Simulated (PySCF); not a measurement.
A first-order proton ENDOR spectrum was simulated from computed couplings for a radical in fast tumbling at B = 335.5 mT (X band).

Class means under 0.5 MHz are left out. Line positions in MHz: 5.77, 6.23, 6.59, 6.87, 22.34, 34.34, 35.16, 35.44.

Question: What is the proton Larmor frequency at this field?

Answer: νH = 5.58569 × 7.62259 MHz/T × 0.3355 T = 14.28 MHz.

Question: Pair the lines and read off the couplings.

Answer: ν± = |νn ± a/2|, one line for each electron-spin manifold; νn = |g_N| × 7.62259 MHz/T × B. A pair with |a| < 2νn is centred on νn and split by |a|; one with |a| > 2νn is centred on |a|/2 and split by 2νn.

| lower line | upper line | centred on | \|a\| (MHz) |
| --- | --- | --- | --- |
| 6.87 | 35.44 | \|a\|/2 | 42.30 |
| 6.59 | 35.16 | \|a\|/2 | 41.74 |
| 5.77 | 34.34 | \|a\|/2 | 40.11 |
| 6.23 | 22.34 | νn | 16.11 |

C₇H₅N₂ (doublet state).
Structure used (GFN2-xTB), in Å, numbered top down from 1:
```
atom  x, y, z in Å
C1    -2.3938   -0.0256    0.2798
C2    -1.0686   -0.0052   -0.0132
C3    -0.3233    0.1287   -1.1786
C4     1.0012    0.0274   -0.4592
C5     1.8141    1.2197   -0.5265
N6     2.4262    2.1827   -0.5760
C7     1.7900   -1.1300   -0.8130
N8     2.3826   -2.0652   -1.0938
C9     0.1665   -0.1246    0.8564
H10   -3.1305    0.0775   -0.4963
H11   -2.7379   -0.1441    1.2910
H12   -0.5412    0.2579   -2.2196
H13    0.2978   -1.0846    1.3530
H14    0.3161    0.6850    1.5689
```

Identity: `C=C1[CH]C(C#N)(C#N)C1` [radical].

Question: This is the radical. Which protons give which coupling, and how does each split the EPR lines?

Answer: 42.3 MHz (computed sign −): H12, 1 bond from C3, a 1:1 doublet of 1.509 mT; 41.7 MHz (computed sign −): H11, 1 bond from C1, a 1:1 doublet of 1.489 mT; 40.1 MHz (computed sign −): H10, 1 bond from C1, a 1:1 doublet of 1.431 mT; 16.1 MHz (computed sign −): H13/H14, 3 bonds from C3, a 1:2:1 triplet of 0.575 mT. To first order the positions of ENDOR lines don't depend on how many nuclei share a coupling. Main spin sites, with 60 % or more of the largest population: C1, C3; positions count bonds from the nearest.

The calculation used UKS B3LYP, pcH-1 on C H N, non-relativistic, mean-field spin-orbit, GIAO (PySCF 2.14.0). Geometry: GFN2-xTB; no solvent, vibrations or thermal averaging. A GFN2-xTB geometry isn't a minimum of the functional, and hyperfine couplings can be far from their values at a DFT geometry. No stability test was run, so a lower SCF solution isn't excluded. ⟨S²⟩ is 0.777 where a pure state has 0.75.

The Mulliken spin populations are largest on C1 (+0.68), C3 (+0.65) and C2 (-0.26). The positive populations add up to 1.38 and the negative ones to -0.38, together 2S = 1. The angles at C1 add up to 360.0°, so it is planar; its axial dipolar tensor and the negative couplings of its protons fit spin in a p orbital normal to that plane.
